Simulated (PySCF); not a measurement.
Numbering as in the mapped SMILES `[CH3:1][SiH:2]([CH3:3])[N-:4][SiH3:5]` (H(Xn): hydrogen on atom n).

Geometry: GFN2-xTB; GIAO shifts from PySCF 2.14.0 with density-fitted response routines, gas phase, non-relativistic, averaged over equivalent atoms.

At PBE0/pcseg-1 (128 basis functions, 12 s wall time on 1 thread of an Intel Xeon 6975P-C, shared host):
```json
{"atoms": "C1/C3", "δ (ppm)": "7.2"}
{"atoms": "Si2", "δ (ppm)": "-55.1"}
{"atoms": "Si5", "δ (ppm)": "-98.0"}
{"atoms": "N4", "δ (ppm)": "37.4"}
{"atoms": "H(Si2)", "δ (ppm)": "5.45"}
{"atoms": "H(Si5)", "δ (ppm)": "5.39"}
{"atoms": "H(C1)/H(C3)", "δ (ppm)": "-0.40"}
```

δ = σ(ref) − σ, references computed at the same level: TMS for 13C (σref 196.96) and 29Si (σref 340.53) and 1H (σref 31.87); 15N (σref 270.91) vs NH3.

**Question.** What do these become at PBE0/pcSseg-1?

**Answer.** 
```csv
atoms,δ at PBE0/pcSseg-1,change
C1/C3,5.4,-1.8
Si2,-51.3,+3.8
Si5,-93.8,+4.2
N4,38.4,+1.0
H(Si2),5.54,+0.09
H(Si5),5.35,-0.04
H(C1)/H(C3),-0.46,-0.06
```

δ = σ(ref) − σ, references computed at the same level: 13C (σ = 186.93 ppm) and 29Si (σ = 349.16 ppm) and 1H (σ = 31.72 ppm) against TMS; 15N (σ = 267.73 ppm) vs NH3.

The largest change is at Si5 (silicon bonded to N, 3 H). Cost: 149 basis functions, 15 s wall time on 1 thread of an Intel Xeon 6975P-C, shared host.

Experimental scales use liquid or dissolved standards, which lie at an offset from isolated NH3 (liquid NH3: subtract about 20 ppm).
